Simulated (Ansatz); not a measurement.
Reaction (redistribution): `CC1=CC(C(F)(F)F)=[O+][Ti-]([F])([F])([Cl])[O]1` + `C[S][Cd][Cl]` → `CC1=CC(C(F)(F)F)=[O+][Ti-]([F])([Cl])([Cl])[O]1` + `C[S][Cd][F]`

Computed with Ansatz on PBE0-D4/def2-TZVP structures; ΔE is electronic, products minus reactants. CBS: MP2 limit from def2 TZ/QZ plus the TZ coupled-cluster correction, frozen cores. Functionals use def2-TZVPP. Elements past krypton have def2 core potentials. For Cd, Ti outer-core shells are correlated without core-valence functions, which leaves a few kJ/mol of doubt a bond. Scalar relativity is left out up to krypton. One conformer a species, not always the lowest.

`CC1=CC(C(F)(F)F)=[O+][Ti-]([F])([F])([Cl])[O]1`:

Cartesian coordinates in Å:
```
C -2.387 1.386 0.153
C -1.122 0.640 -0.093
C -0.202 0.407 0.954
C 0.954 -0.276 0.696
C 1.979 -0.514 1.807
F 2.171 -1.818 1.980
F 3.142 0.044 1.482
F 1.581 0.005 2.969
O 1.318 -0.769 -0.423
Ti 0.503 -0.904 -2.188
F 0.501 0.328 -3.428
F 1.976 -1.717 -2.681
Cl -0.957 -2.516 -2.479
O -0.911 0.233 -1.260
H -2.456 2.215 -0.555
H -2.459 1.758 1.172
H -3.230 0.721 -0.054
H -0.401 0.777 1.947
```

`C[S][Cd][Cl]`:

```xyz
7

C    -1.134    0.577    0.000
S     0.207    0.538   -1.232
Cd    1.806   -0.807   -0.214
Cl    3.398   -2.123    0.757
H    -0.814    1.028    0.938
H    -1.916    1.201   -0.433
H    -1.548   -0.414    0.184
```

`CC1=CC(C(F)(F)F)=[O+][Ti-]([F])([Cl])([Cl])[O]1`:

Z-matrix (Å, degrees):
```
Ti
O 1 2.072
F 1 1.743 2 84.0
Cl 1 2.189 2 88.4 3 116.1
C 1 3.005 2 64.4 3 -129.4
C 1 3.046 2 17.7 3 -133.7
Cl 1 2.215 2 169.7 3 -97.2
O 1 1.918 2 80.7 3 -127.4
C 5 1.486 1 140.1 2 178.5
C 5 1.382 1 97.8 2 -3.5
C 6 1.539 1 146.7 2 -6.6
H 9 1.093 5 109.0 1 -60.6
H 9 1.093 5 109.0 1 55.7
H 9 1.088 5 112.1 1 177.6
H 10 1.079 5 120.3 1 -178.2
F 11 1.336 6 109.8 1 -116.5
F 11 1.336 6 109.9 1 125.1
F 11 1.318 6 111.9 1 4.2
```

`C[S][Cd][F]`:

Cartesian coordinates in Å:
```
C 0.685 0.595 0.825
S -0.285 1.149 -0.614
Cd -1.162 -0.826 -1.434
F -1.914 -2.468 -2.148
H 1.490 -0.080 0.540
H 1.127 1.498 1.247
H 0.059 0.131 1.585
```

CCSD(T)/CBS gives +109.9 kJ/mol.

Question: Another level gave +119.4 kJ/mol. Which?
A. ωB97X-V/def2-TZVPP
B. r2SCAN/def2-TZVPP
C. PBE/def2-TZVPP
D. BLYP-D4/def2-TZVPP

Answer: A. ωB97X-V 119.4, PBE 105.3, r2SCAN 110.3, BLYP-D4 98.6 kJ/mol.

Largest T1 diagnostic among the species: 0.021, so the coupled-cluster value is less sure than usual.

From r2SCAN to r2SCAN0 (25 % exact exchange), in def2-TZVPP and without D4, ΔE moves by +8.3 kJ/mol. In def2-TZVPP, CCSD(T) changes the Hartree–Fock value by −26.0 kJ/mol (the triples alone add −8.2 kJ/mol) and MP2 by −31.3 kJ/mol. At CCSD(T), def2-SVP lies +15.5 kJ/mol from the extrapolated value and def2-TZVPP +4.4 kJ/mol.
